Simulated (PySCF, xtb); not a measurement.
ammonium (H4N), SMILES [NH4+], charge +1.

Harmonic wavenumbers (cm⁻¹) from GFN2-xTB (xtb) at its own minimum, in rising order: 1339, 1339, 1339, 1420, 1420, 3267, 3267, 3268, 3309.

**Question.** What does r2SCAN-D4/def2-TZVPD in PySCF give at its own minimum? (The exact figures need the calculation; the answer reports its results.)

**Answer.** 1473, 1473, 1473, 1727, 1727, 3373, 3484, 3484, 3484. Paired by order, the mean absolute difference is 192 cm⁻¹ and the zero-point energies are 28.5 and 31.0 kcal/mol.
